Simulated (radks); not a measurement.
Values are calculated unless marked as measured or tabulated.
Neutral silicon inside a hard spherical wall (all orbitals vanish at R), configuration held at [Ne] 3s2 3p2 and not refilled when levels cross. Code: a radial shooting solver on a logarithmic mesh with Libxc functionals. Model: non-relativistic Kohn-Sham, PBE, spin-polarised, spherical densities, point nucleus; open shells are filled with parallel spins first. Eigenvalues in eV for spin up, with the zero of energy where the potential of the charges vanishes at infinity; a dash marks a level that is unbound or too diffuse for the functional's potential to be trusted. A positive occupied level is held by the wall or, in an anion where self-interaction has pushed it up, behind a barrier. The pressure on the wall is -dE/dV.

R (bohr)  E (hartree)  kinetic (hartree)    e(2s)    e(2p)    e(3s)   e(3p)  e(4s, empty)  e(4p, empty)  pressure (GPa)
free       -289.23200            288.805  -138.65  -95.427  -11.331  -4.630             -             -               0
20         -289.23200            288.805  -138.65  -95.427  -11.331  -4.630             -             -        < 0.0001
15         -289.23200            288.805  -138.65  -95.427  -11.331  -4.630        -0.418         0.523        < 0.0001
12         -289.23198            288.805  -138.65  -95.423  -11.328  -4.627        -0.198         1.038        0.000479
10         -289.23175            288.808  -138.62  -95.396  -11.309  -4.608         0.275         1.920         0.00693
8          -289.22945            288.825  -138.45  -95.226  -11.194  -4.481         1.653         4.105           0.107
7          -289.22390            288.862  -138.16  -94.934  -11.004  -4.259         3.258         6.382           0.452
6          -289.20551            288.967  -137.45  -94.223  -10.554  -3.701         6.389        10.460            2.08
3.5        -288.56205            291.416  -127.57  -84.293   -2.780   6.066        44.523        52.411             180
3          -287.85063            293.574  -121.53  -78.214    3.929  14.041        71.865        80.277             536
2          -282.10319            308.073  -96.491  -52.669   51.680  65.335        228.91        230.57            7750
